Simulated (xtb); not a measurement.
GaH3, SMILES [GaH3]. All values are semi-empirical tight-binding results from xtb (GFN2-xTB unless named), good for trends rather than for accurate numbers. Coordinates come from a GFN2-xTB optimisation. The isomer is the one that the SMILES or the coordinates give; other isomers of the formula were not compared.

Optimised geometry:

```xyz
4

Ga     0.0000     0.0000     0.0000
H      1.5666     0.0000     0.0000
H     -0.7833     1.3567     0.0000
H     -0.7833    -1.3567     0.0000
```

For metal compounds this method's bond lengths and energies can be far off.

```yaml
point_group_as_xtb_finds_it: D3h
orbital_gap: 5.69 eV
zero_point_energy: 9.7 kcal/mol
G − E(el) at 298.15 K (modified RRHO): -3.4 kcal/mol
```

Computed atomic charges:
charges (e) Ga1 0.23, H2 -0.08, H3 -0.08, H4 -0.08.
